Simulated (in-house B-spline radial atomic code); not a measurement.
Mg²⁺. Computed with a B-spline radial atomic code. Model: non-relativistic spherical atom: semilocal Troullier-Martins pseudo-atom, one channel per l, against all electrons, high spin, G0W0 and RPA with empty states to l = 8, local potential for every l without a channel, a model core (radius 0 = none) keeps its share of the functional.

What the tables leave out is listed at the end.

The pseudopotential gives back the lowest level of each angular momentum of its own functional in the configuration it was made in; a second state of the same l is only approximately right. Exact exchange, RPA and GW see the smooth pseudo-orbitals and miss the exchange with the core, for which the functional's share stands in. The column with an uncorrelated core keeps all orbitals and exact exchange, and so separates missing core correlation from pseudisation. Only the three outermost levels and the lowest empty one were computed. RPA here is direct RPA, with no exchange kernel, and its energies carry an (l + 1/2)⁻⁴ tail. A hybrid on a potential with a model core restores only its own semilocal share of the core's exchange.

Command:
```bash
python run_psgw.py task.json out
```
Settings (lengths in bohr, energies in hartree):
```
Z                      12
electrons              10
configuration          [He] 2s2 2p6
generated_in           [Ne] 3s2
functional             lda,vwn
core_shells            2
radius_factor          0.9
core_correction        True
```

Run time, properties included: 11 s on 1 thread of Arm Neoverse N1, with other jobs on the host.

Given: made with LDA VWN5; model core radius 0.201 bohr; local radius 0.885 bohr; mean-field start LDA VWN5.

Valence shells of the generating configuration: 2p, 3s.

Channel: s 2.254, p 0.643 (radii in bohr).

Computed: largest level miss in the spin-unpolarised generating configuration 0 eV; valence RPA correlation energy all-electron orbitals -0.33434 hartree; valence RPA correlation energy pseudo -0.45253 hartree; pseudo-atom RPA polarisability 0.56544 bohr³.

| level | occupied | mean-field all-electron (eV) | mean-field pseudo minus all (eV) | G0W0 all-electron (eV) | G0W0 uncorrelated core minus all (eV) | G0W0 pseudo minus all (eV) | exchange self-energy all-electron (eV) | exchange self-energy pseudo (eV) |
| --- | --- | --- | --- | --- | --- | --- | --- | --- |
| 2p | 1 | -66.86 | 0.338 | -79.932 | -0.791 | 2.938 | -52.78 | -43.291 |
| 3s (empty) | 0 | -17.89 | -0.031 | -14.775 | -0.039 | -0.506 | -2.1584 | -1.4822 |

(1) What is the all-electron RPA polarisability, core included?

Given: mean-field start PBE0.

Computed: valence RPA correlation energy all-electron orbitals -0.32056 hartree; valence RPA correlation energy pseudo -0.43862 hartree; pseudo-atom RPA polarisability 0.5434 bohr³.

```tsv
level	occupied	mean-field all-electron (eV)	mean-field pseudo minus all (eV)	G0W0 all-electron (eV)	G0W0 uncorrelated core minus all (eV)	G0W0 pseudo minus all (eV)	exchange self-energy all-electron (eV)	exchange self-energy pseudo (eV)
2p	1	-70.784	1.832	-80.039	-0.751	3.953	-52.872	-43.171
3s (empty)	0	-17.285	-0.123	-14.861	-0.031	-0.434	-1.8854	-1.3724
```

(2) What is the all-electron RPA polarisability, core included?

Answers

(1) 0.48474 bohr³.

(2) 0.44714 bohr³.

Among the listed levels the largest G0W0 shift of the pseudo-atom is +3.95 eV, for 2p on the PBE0 start, while leaving the core uncorrelated moves that level by -0.75 eV. So pseudisation and the lost core exchange, not the missing core correlation, make the error. Not in the tables (levels of low weight, unsolved or above zero; the highest and the empty levels are kept at any weight): no Hartree-Fock pseudo-atom is run with a model core.
